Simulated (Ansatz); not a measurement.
hydrogen chloride (HCl), singlet, geometry from GFN2-xTB; HF/cc-pVDZ (Ansatz, a first-principles code).

The Ansatz input:
Ansatz 0.2 input:
```yaml
crystal:
  periodic: [false, false, false]
  atoms:
    - {symbol: Cl, position_ang: [-0.00000000, -0.00000000, -0.07094563]}
    - {symbol: H, position_ang: [0.00000000, 0.00000000, 1.20607566]}
basis:
  gaussian:
    orbitals: cc-pVDZ
    symmetry_tolerance_ang: 0.01
hamiltonian:
  xc: hf
```

It wrote (shortened):

```
Functional definition: HF
240 factors; integrals over basis functions are off by at most 6.3e-4 eV
mean field evaluation 1: about -12519.2591 eV, gradient 1.1e1 eV
mean field evaluation 2: about -12519.2594 eV, gradient 1.1e1 eV
mean field evaluation 4: about -12519.6676 eV, gradient 8.5e-1 eV
mean field evaluation 8: about -12519.6717 eV, gradient 1.7e-5 eV
mean field -12519.67172338 eV, -460.0894496959 hartree, gradient 2.0e-5 eV, S^2 0.000000; 0 other end points of the search recorded, 0 dependent functions left out
reference -12519.67172338 eV, -460.0894496959 hartree; 9, 9 occupied and 14, 14 virtual orbitals, 240 factors
Total energy: -12519.67172338 eV, -460.0894496959 hartree
```
